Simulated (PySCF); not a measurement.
Compound: BBrH7NSi2.
SMILES with atom numbers: `[BH2:1][N:2]([SiH3:3])[SiH2:4][Br:5]`

Level of theory: delta-SCF UKS SCAN, pcX-2 on the ionised atom, pcseg-1 elsewhere, spin-free X2C (PySCF). These are vertical core ionisation energies against the vacuum level, from separate self-consistent calculations with and without the core hole.

Some binding energies are withheld.

```csv
atom(s),bonded to,level,binding energy (eV)
B1,N and 2 H,B 1s,195.94
N2,B and 2 Si,N 1s,404.66
Si3,N and 3 H,Si 1s,1847.32
Si4,"N, Br and 2 H",Si 1s,?
Si3,N and 3 H,Si 2p3/2,?
Si4,"N, Br and 2 H",Si 2p3/2,?
```

(1) Fill in Si 2p3/2 for Si3.

(2) Fill in Si 1s for Si4.

(3) What is the Si 2p3/2 binding energy of Si4?

Results:

(1) 107.48 eV (SiH3 silicon), with 2p1/2 at 108.10 eV.

(2) 1848.00 eV (SiH2 silicon). The other listed Si 1s value is that of Si3; the shift against it is +0.68 eV.

(3) 108.05 eV (SiH2 silicon), with 2p1/2 at 108.68 eV.

The listed Si 1s values span 0.68 eV, from Si3 (bonded to N and 3 H) to Si4 (bonded to N, Br and 2 H). Summing the Pauling electronegativity differences to the bonded atoms, each weighted by its formal bond order, gives +2.04 for the lowest site and +2.80 for the highest.

Which effective nuclear charge Zeff reproduces each element's mean 1s value in the hydrogen-like formula E = 13.606 eV × Zeff²?

B (Z = 5): mean 195.9 eV, Zeff = 3.79, Z − Zeff = 1.21; N (Z = 7): mean 404.7 eV, Zeff = 5.45, Z − Zeff = 1.55; Si (Z = 14): mean 1847.7 eV, Zeff = 11.65, Z − Zeff = 2.35. Means run over the listed sites, weighted by atom count.

Spin contamination (⟨S²⟩ against 0.75 for a pure doublet) is marked for B 1s of B1 (0.91), which makes this value less certain. For 2p shells one spin-free hole was relaxed; a mean-field spin–orbit operator and the ground-state splitting of the three 2p orbitals were then diagonalised within the shell. The shell's mean is (2 × 2p3/2 + 2p1/2)/3, and the degeneracies 2j + 1 give areas of 2:1. 2p1/2 minus 2p3/2 (ligand field included): Si 0.62 eV. No level of bromine is listed. Isolated species at its PBE0-D3(BJ)/def2-SVP geometry (one conformer only).

Conformer computed: `[BH2:1][N:2]([SiH3:3])[SiH2:4][Br:5]`: B1–N2–Si4–Br5 -103°.
